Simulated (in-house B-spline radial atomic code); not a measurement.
Configurations of Fe3+, with energies counted from [Ar] 3d5. Level of theory: non-relativistic LC-wPBE, spin-polarised, spherical fractional occupations, exact exchange averaged over the configuration, point nucleus; calculated with a B-spline radial code for spherical atoms. Shells without spins written out take the highest spin.

Occupations are held fixed; configurations that lie above the ionisation limit could autoionise.

| configuration | E - E(ref) (eV) | highest orbital | its <r> (bohr) |
| --- | --- | --- | --- |
| [Ar] 3d4 4p1 | 23.818 | 4p up | 2.451 |
| [Ne] 3s2 3p5 3d6 | 52.865 | 3d down | 1.006 |
| [Ne] 3s2 3p5 3d5 4s1 | 63.429 | 4s up | 2.163 |
| [Ne] 3s2 3p5 3d5 4p1 | 70.961 | 4p up | 2.433 |

Problem. Order these further configurations by energy, lowest first.
A. [Ne] 3s2 3p5 3d5 4d1
B. [Ar] 3d4 4s1
C. [Ar] 3d4 4f1
D. [Ne] 3s2 3p5 3d5 4f1

Solution. B (16.351 eV), C (41.244 eV), A (81.541 eV), D (88.599 eV).
